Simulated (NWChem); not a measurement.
Program: NWChem. System: HFSSi, charge 1, spin multiplicity 2, at the geometry of a parent with another charge or spin, in a state set for the comparison that need not be this species' ground state. Its SCF solution wasn't tested for a lower state. Level: UB3LYP/aug-pcseg-1, VWN1-RPA local correlation.

The NWChem input:

```
start mol
memory heap 200 mb stack 900 mb global 1100 mb
charge 1
geometry units angstroms nocenter noautoz
  Si    -0.806443    -0.474502     0.000000
  F      0.325057    -1.679483     0.000000
  S      0.553601     1.228405     0.000000
  H     -0.492936     2.103882     0.000000
  symmetry group Cs
end
basis spherical
  * library aug-pcseg-1
end
dft
  xc b3lyp
  odft
  mult 2
  semidirect memsize 60000000 filesize 0
  iterations 100
end
task dft energy
```

Output (cleaned and shortened):

```
             Northwest Computational Chemistry Package (NWChem) 7.3.0
             --------------------------------------------------------

                                NWChem Input Module
                                -------------------

 Scaling coordinates for geometry "geometry" by  1.889725989
 (inverse scale =  0.529177249)

 Turning off AUTOSYM since
 SYMMETRY directive was detected!

                             Geometry "geometry" -> ""
                             -------------------------

 Output coordinates in angstroms (scale by  1.889725989 to convert to a.u.)

  No.       Tag          Charge          X              Y              Z
 ---- ---------------- ---------- -------------- -------------- --------------
    1 Si                  14.0000    -0.80644300    -0.47450200     0.00000000
    2 F                    9.0000     0.32505700    -1.67948300     0.00000000
    3 S                   16.0000     0.55360100     1.22840500     0.00000000
    4 H                    1.0000    -0.49293600     2.10388200     0.00000000

 Effective nuclear repulsion energy (a.u.)     131.1402982768

            Nuclear Dipole moment (a.u.)
            ----------------------------
        X                 Y               Z
 ---------------- ---------------- ----------------
    -0.0000170075    -0.0000245664     0.0000000000

      Symmetry information
      --------------------

 Group name             Cs
 Group number              2
 Group order               2
 No. of unique centers     4

      Symmetry unique atoms

     1    2    3    4


 Summary of "ao basis" -> "" (spherical)
 ------------------------------------------------------------------------------
       Tag                 Description            Shells   Functions and Types
 ---------------- ------------------------------  ------  ---------------------
 *                        aug-pcseg-1                 on all atoms

                                 NWChem DFT Module
                                 -----------------

 Summary of "ao basis" -> "ao basis" (spherical)
 ------------------------------------------------------------------------------
       Tag                 Description            Shells   Functions and Types
 ---------------- ------------------------------  ------  ---------------------
 Si                       aug-pcseg-1               11       27   5s4p2d
 F                        aug-pcseg-1                9       23   4s3p2d
 S                        aug-pcseg-1               11       27   5s4p2d
 H                        aug-pcseg-1                5        9   3s2p

 Summary of "ao basis" -> "ao basis" (spherical)
 ------------------------------------------------------------------------------
       Tag                 Description            Shells   Functions and Types
 ---------------- ------------------------------  ------  ---------------------
 Si                       aug-pcseg-1               11       27   5s4p2d
 F                        aug-pcseg-1                9       23   4s3p2d
 S                        aug-pcseg-1               11       27   5s4p2d
 H                        aug-pcseg-1                5        9   3s2p

      Symmetry analysis of basis
      --------------------------

        a'         61
        a"         25

            General Information
            -------------------
          SCF calculation type: DFT
          Wavefunction type:  spin polarized.
          No. of atoms     :     4
          No. of electrons :    39
[...]
    60      0.259987  3 S  py                32      0.241203  2 F  px
     3     -0.210274  1 Si s                 35      0.169975  2 F  px
     2      0.120199  1 Si s                 10     -0.115831  1 Si py
    78      0.106935  4 H  s                  9      0.101202  1 Si px

 Vector   19  Occ=1.000000D+00  E=-4.986933D-01  Symmetry=a'
              MO Center= -7.4D-01, -1.2D-01, -1.8D-15, r^2= 3.0D+00
   Bfn.  Coefficient  Atom+Function         Bfn.  Coefficient  Atom+Function
  ----- ------------  ---------------      ----- ------------  ---------------
     4      0.558936  1 Si s                  3      0.521435  1 Si s
     9     -0.389299  1 Si px                59      0.332827  3 S  px
    60      0.333330  3 S  py                 2     -0.314848  1 Si s
    32      0.228019  2 F  px                63      0.203038  3 S  py
    35      0.160833  2 F  px                62      0.155066  3 S  px

 Vector   20  Occ=0.000000D+00  E=-4.858699D-01  Symmetry=a"
              MO Center=  3.8D-01,  1.0D+00,  4.0D-16, r^2= 1.8D+00
   Bfn.  Coefficient  Atom+Function         Bfn.  Coefficient  Atom+Function
  ----- ------------  ---------------      ----- ------------  ---------------
    61      0.714223  3 S  pz                64      0.375212  3 S  pz
    58     -0.264537  3 S  pz                11      0.185614  1 Si pz
    34     -0.115151  2 F  pz                37     -0.085332  2 F  pz
    76      0.067543  3 S  d  1               8     -0.065017  1 Si pz
    19      0.044219  1 Si d -1              74     -0.033340  3 S  d -1

 Vector   21  Occ=0.000000D+00  E=-3.107189D-01  Symmetry=a"
              MO Center= -6.5D-01, -2.1D-01, -2.7D-13, r^2= 3.0D+00
   Bfn.  Coefficient  Atom+Function         Bfn.  Coefficient  Atom+Function
  ----- ------------  ---------------      ----- ------------  ---------------
    11      0.761229  1 Si pz                14      0.384500  1 Si pz
    61     -0.312723  3 S  pz                 8     -0.243113  1 Si pz
    34     -0.192527  2 F  pz                64     -0.183698  3 S  pz
    37     -0.155444  2 F  pz                58      0.108184  3 S  pz
    40     -0.076776  2 F  pz                74     -0.050760  3 S  d -1

 Vector   22  Occ=0.000000D+00  E=-2.424894D-01  Symmetry=a'
              MO Center= -3.9D-02,  1.1D+00,  6.2D-13, r^2= 4.0D+00
   Bfn.  Coefficient  Atom+Function         Bfn.  Coefficient  Atom+Function
  ----- ------------  ---------------      ----- ------------  ---------------
    79      1.276551  4 H  s                 63     -0.730482  3 S  py
    80      0.464553  4 H  s                 54     -0.426196  3 S  s
    60     -0.427611  3 S  py                10     -0.397007  1 Si py
    62      0.390565  3 S  px                78      0.392175  4 H  s
    13     -0.380148  1 Si py                 5     -0.279750  1 Si s

   alpha - beta orbital overlaps
   -----------------------------

   alpha      1      2      3      4      5      6      7      8      9     10
    beta      1      2      3      4      6      5      7      8      9     10
 overlap   1.000  1.000  1.000  1.000  1.000  1.000  1.000  1.000  1.000  0.999

   alpha     11     12     13     14     15     16     17     18     19     20
    beta     11     12     13     14     15     16     17     18     20     19
 overlap   0.999  1.000  0.998  0.999  0.993  0.989  0.974  0.994  0.966  0.999

   alpha     21     22     23     24     25     26     27     28     29     30
    beta     21     22     23     24     25     26     27     29     28     30
 overlap   0.993  0.992  0.985  0.989  0.984  0.988  0.997  0.987  1.000  0.988

   alpha     31     32     33     34     35     36     37     38     39     40
    beta     31     32     33     34     35     36     37     38     39     40
 overlap   0.958  0.998  0.957  0.998  0.999  0.991  0.996  1.000  0.993  0.989

   alpha     41     42     43     44     45     46     47     48     49     50
    beta     41     42     43     44     45     46     47     48     49     50
 overlap   0.998  0.968  0.994  0.962  0.989  0.997  0.998  0.998  0.998  0.999

   alpha     51     52     53     54     55     56     57     58     59     60
    beta     51     52     53     54     55     56     57     58     59     60
 overlap   0.999  0.999  1.000  0.995  0.998  0.998  0.999  0.998  0.998  0.988

   alpha     61     62     63     64     65     66     67     68     69     70
    beta     61     62     63     64     65     68     66     67     69     70
 overlap   0.997  0.984  0.978  0.972  0.999  0.976  0.981  0.979  0.997  0.996

   alpha     71     72     73     74     75     76     77     78     79     80
    beta     71     72     73     74     75     76     77     78     79     80
 overlap   0.990  1.000  1.000  0.996  1.000  1.000  1.000  1.000  1.000  1.000

   alpha     81     82     83     84     85     86
    beta     81     82     83     84     85     86
 overlap   1.000  1.000  1.000  1.000  1.000  1.000

     --------------------------
     Expectation value of S2:
     --------------------------
      <S2> =      0.7536 (Exact =     0.7500)

 center of mass
 --------------
 x =   0.01930349 y =  -0.08951926 z =   0.00000000

 moments of inertia (a.u.)
 ------------------
         401.437125724364         -75.241781565671           0.000000000000
         -75.241781565671         107.979591931938           0.000000000000
           0.000000000000           0.000000000000         509.416717656302

     Multipole analysis of the density
     ---------------------------------

     L   x y z        total         alpha         beta         nuclear
     -   - - -        -----         -----         ----         -------
     0   0 0 0      1.000000    -20.000000    -19.000000     40.000000

     1   1 0 0     -0.514973     -0.707507      0.192551     -0.000017
     1   0 1 0      1.633254     -0.261926      1.895204     -0.000025
     1   0 0 1      0.000000     -0.000000      0.000000      0.000000

     2   2 0 0    -19.612018    -37.684415    -36.216472     54.288869
     2   1 1 0      1.131335    -18.754875    -16.851238     36.737448
     2   1 0 1     -0.000000     -0.000000     -0.000000      0.000000
     2   0 2 0    -15.463199   -112.617294   -106.782529    203.936624
     2   0 1 1     -0.000000     -0.000000     -0.000000      0.000000
     2   0 0 2    -18.598313    -10.712672     -7.885641      0.000000

 Task  times  cpu:        7.1s     wall:        7.1s

 Total times  cpu:        7.1s     wall:        7.1s
```
